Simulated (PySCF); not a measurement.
# Magnesium: highly charged ions in a basis for the neutral atom

Mg⁸⁺ [He] 2s2, Mg⁹⁺ [He] 2s1. Computed with PySCF 2.14 in cc-pVTZ-DK (5s4p2d1f, 34 functions), with the spin-free X2C one-electron Hamiltonian (Gaussian nucleus). No spin-orbit coupling, so a gap to NIST mixes the basis error with missing relativistic terms.

Changed run: basis of the neutral atom used for a highly charged ion. This setting is unsound on purpose.

| species | method | sound run (hartree) | changed run (hartree) | converged |
| --- | --- | --- | --- | --- |
| Mg⁸⁺ | UHF | not run | -161.90858 | yes |
| Mg⁸⁺ | MN15 | not run | -162.04163 | yes |
| Mg⁸⁺ | M06-2X | not run | -162.07162 | yes |
| Mg⁹⁺ | UHF | not run | -150.09563 | yes |
| Mg⁹⁺ | MN15 | not run | -150.17068 | yes |
| Mg⁹⁺ | M06-2X | not run | -150.16941 | yes |

Ionisation energy of Mg⁸⁺:

```
method  changed run (eV)  NIST (eV)
   UHF            321.45     327.99
  MN15            323.02     327.99
M06-2X            323.88     327.99
```

The contracted functions were made for the neutral atom and can be too rigid for a highly charged ion.
